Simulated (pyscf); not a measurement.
HO–GeH:, singlet

Gas-phase minimum from PySCF at ωB97X-D3(BJ)/def2-SVP, one conformer. Other isomers of HO–GeH: [singlet] were not searched in full and may lie lower. 

```xyz
4

O      1.5525    -0.5465     0.6786
Ge     0.8662     0.5513    -0.5487
H      0.9117    -1.1012     1.1394
H     -0.6675     0.0975    -0.3374
```
Charge 0, spin multiplicity 1.

Bonds (Å): O1–Ge2 1.784, O1–H3 0.965, Ge2–H4 1.613. Angles (°): Ge2–O1–H3 115.3, O1–Ge2–H4 95.9.

Properties at ωB97X-D3(BJ)/def2-SVP:

Harmonic wavenumbers, unscaled: 621, 709, 729, 921, 1871, 3898 cm⁻¹
Zero-point energy: 12.5 kcal/mol
Rotational symmetry number: 1
Entropy of this conformer at 298 K and 1 atm, rigid rotor and harmonic oscillator, modes under 100 cm⁻¹ raised to 100: 255.1 J/(mol K)
Dipole moment: 1.32 D

Single-point totals, which compare only within one level (frozen core for MP2 and CC):

```json
[
 {"level": "ωB97X-D3(BJ)/def2-TZVP", "total energy (hartree)": "-2153.41743"},
 {"level": "PBE/def2-TZVP", "total energy (hartree)": "-2153.06313"},
 {"level": "r²SCAN/def2-TZVP", "total energy (hartree)": "-2153.40661"},
 {"level": "B3LYP-D3(BJ)/def2-TZVP", "total energy (hartree)": "-2153.51204"},
 {"level": "PBE0-D3(BJ)/def2-TZVP", "total energy (hartree)": "-2153.11232"},
 {"level": "M06-2X/def2-TZVP", "total energy (hartree)": "-2153.42919"},
 {"level": "ωB97M-D3(BJ)/def2-TZVP", "total energy (hartree)": "-2153.49555"},
 {"level": "HF/def2-TZVPP", "total energy (hartree)": "-2151.42388"},
 {"level": "MP2/def2-TZVPP", "total energy (hartree)": "-2151.90316"},
 {"level": "CCSD/def2-TZVPP", "total energy (hartree)": "-2151.91177"},
 {"level": "CCSD(T)/def2-TZVPP", "total energy (hartree)": "-2151.92995"}
]
```

The CCSD(T) − MP2 part came from Ansatz, without density fitting, on the same reference. The frozen core leaves the outer d or s,p core shells of the metals and heavy elements correlated in the MP2 and CC values, and def2-TZVPP describes them poorly, so these totals are far from the basis limit. Elements up to Kr have no core potential and no relativistic terms here.
